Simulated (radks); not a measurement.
Spherical quantum dot in the effective-mass picture: electrons in a hard-walled sphere of radius 2.52, all in effective atomic units (hartree* = m*/eps^2 hartree, bohr* = eps/m* bohr), one dielectric constant everywhere. Method: non-relativistic Kohn-Sham, LDA (Slater exchange, Perdew-Wang correlation), spin-polarised, spherical densities; computed with a radial shooting solver with Libxc functionals. Levels are named by radial order and angular momentum (1s, 1p, 1d, 2s, ...), and open shells are averaged over m.

N = 10, configuration 1s2 1p6 1d(up 2, down 0). This is the lowest configuration that the search found. Occupied and some empty levels:

| level | occupation | eigenvalue (hartree*) | <r> (bohr*) |
|---|---|---|---|
| 1s up | 1 | 6.0267 | 1.482 |
| 1s down | 1 | 6.0839 | 1.475 |
| 1p up | 3 | 6.5999 | 1.622 |
| 1p down | 3 | 6.6634 | 1.619 |
| 1d up | 2 | 7.4581 | 1.717 |
| 1d down | 0 | 7.5246 | 1.716 |
| 2s up | 0 | 8.4563 | 1.184 |
| 2s down | 0 | 8.4895 | 1.186 |
| 1f up | 0 | 8.5620 | 1.789 |
| 1f down | 0 | 8.6297 | 1.789 |
| 2p up | 0 | 9.9466 | 1.337 |
| 2p down | 0 | 9.9870 | 1.337 |

Energy (hartree*): total 40.2885, kinetic 17.268, external 0, Hartree 28.105, exchange-correlation -5.0837.

Electron density:

| r (bohr*) | n(r) (e/bohr*^3) |
|---|---|
| 0.129 | 0.07205 |
| 0.255 | 0.08077 |
| 0.381 | 0.09521 |
| 0.506 | 0.1153 |
| 0.632 | 0.1406 |
| 0.758 | 0.1704 |
| 0.883 | 0.2033 |
| 1.01 | 0.2371 |
| 1.14 | 0.2688 |
| 1.26 | 0.2942 |
| 1.39 | 0.3095 |
| 1.51 | 0.3100 |
| 1.64 | 0.2929 |
| 1.76 | 0.2580 |
| 1.89 | 0.2075 |
| 2.02 | 0.1482 |
| 2.14 | 0.08973 |
| 2.27 | 0.04106 |
| 2.39 | 0.01020 |
| 2.52 | 0.00002635 |
